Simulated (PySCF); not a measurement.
Gas-phase reaction: MoO2Cl2 + 6 F → MoOF4 + F2O + Cl2

Energies from PySCF, thermal terms from the rigid-rotor harmonic-oscillator model, ideal gas at 1 bar. † marks an energy on the PBE0/def2-TZVP geometry and frequencies; other levels use their own. MP2 and CCSD(T) freeze the core. Open shells (unrestricted): F (multiplicity 2, electronic degeneracy 6); the rest are closed-shell singlets. Spin-orbit splitting is ignored; it lowers the true energy and changes the entropy of F. B3LYP is the form with VWN-RPA correlation. Mo: scalar-relativistic def2 core potential, no spin-orbit coupling. MP2 isn't extrapolated to the basis-set limit; its ΔH°(298 K) is -985.6 kJ in def2-SVP and -1104.0 kJ in def2-TZVPP. CCSD(T) isn't extrapolated to the basis-set limit; its ΔH°(298 K) is -949.1 kJ in def2-SVP and -1063.4 kJ in def2-TZVPP. The harmonic model lacks anharmonicity and excited electronic states, which grow with temperature; levels with a mode under 35 cm⁻¹ are left out. Soft modes under 120 cm⁻¹ make the harmonic entropy rough for MoO2Cl2, MoOF4. Warning, large T1 diagnostic: MoO2Cl2, MoOF4 (CCSD(T)/def2-TZVPP†).

```json
[
 {"level": "B3LYP/def2-TZVP†", "ΔE electronic, kJ": "-1159", "ΔH°(298 K), kJ": "-1146", "ΔS°(298 K), J/K": "-497", "ΔG°(1600 K), kJ": "-325"},
 {"level": "BLYP/def2-TZVP†", "ΔE electronic, kJ": "-1287", "ΔH°(298 K), kJ": "-1274", "ΔS°(298 K), J/K": "-497", "ΔG°(1600 K), kJ": "-453"},
 {"level": "CCSD(T)/def2-TZVPP†", "ΔE electronic, kJ": "-1076", "ΔH°(298 K), kJ": "-1063", "ΔS°(298 K), J/K": "-497", "ΔG°(1600 K), kJ": "-242"},
 {"level": "HF/def2-TZVP†", "ΔE electronic, kJ": "-293", "ΔH°(298 K), kJ": "-281", "ΔS°(298 K), J/K": "-497", "ΔG°(1600 K), kJ": "541"},
 {"level": "M06-2X/def2-TZVP†", "ΔE electronic, kJ": "-1123", "ΔH°(298 K), kJ": "-1111", "ΔS°(298 K), J/K": "-497", "ΔG°(1600 K), kJ": "-290"},
 {"level": "MP2/def2-SVP†", "ΔE electronic, kJ": "-998", "ΔH°(298 K), kJ": "-986", "ΔS°(298 K), J/K": "-497", "ΔG°(1600 K), kJ": "-164"},
 {"level": "PBE/def2-SVP", "ΔE electronic, kJ": "-1408", "ΔH°(298 K), kJ": "-1398", "ΔS°(298 K), J/K": "-494", "ΔG°(1600 K), kJ": "-583"},
 {"level": "PBE/def2-TZVP†", "ΔE electronic, kJ": "-1349", "ΔH°(298 K), kJ": "-1336", "ΔS°(298 K), J/K": "-497", "ΔG°(1600 K), kJ": "-515"},
 {"level": "PBE0/def2-QZVP†", "ΔE electronic, kJ": "-1155", "ΔH°(298 K), kJ": "-1143", "ΔS°(298 K), J/K": "-497", "ΔG°(1600 K), kJ": "-321"},
 {"level": "PBE0/def2-TZVP", "ΔE electronic, kJ": "-1135", "ΔH°(298 K), kJ": "-1123", "ΔS°(298 K), J/K": "-497", "ΔG°(1600 K), kJ": "-301"},
 {"level": "ωB97M-V/def2-TZVP†", "ΔE electronic, kJ": "-1178", "ΔH°(298 K), kJ": "-1166", "ΔS°(298 K), J/K": "-497", "ΔG°(1600 K), kJ": "-344"}
]
```
ΔH° is lowest at PBE/def2-SVP and highest at HF/def2-TZVP†. No reference value is set beside these.
